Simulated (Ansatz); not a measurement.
C7H5FO (`O=C(F)c1ccccc1`). Total charge 0; spin multiplicity 1.

Z-matrix (Å, degrees):
```
C
F 1 1.349
C 1 1.471 2 112.3
O 1 1.184 2 119.9 3 180.0
C 3 1.393 1 117.8 2 -179.8
C 3 1.392 1 122.0 2 0.2
C 5 1.382 3 119.8 1 -180.0
H 5 1.083 3 118.8 1 0.0
C 6 1.384 3 119.6 1 180.0
H 6 1.082 3 119.8 1 -0.0
C 7 1.389 5 119.9 3 0.0
H 7 1.083 5 120.0 3 -180.0
H 9 1.083 6 119.9 3 -180.0
H 11 1.084 7 119.8 5 180.0
```

Give the diagnostics of a CCSD(T)/def2-TZVPP run (frozen core, Ansatz). (Estimate.)

Computed: T1 = 0.0134, largest single amplitude 0.029, largest double 0.075, (T) share of the correlation energy 4.7 %, 11 CCSD cycles. The RHF solution is unstable towards an unrestricted one. T1 lies under the customary mark of 0.02 for closed shells.
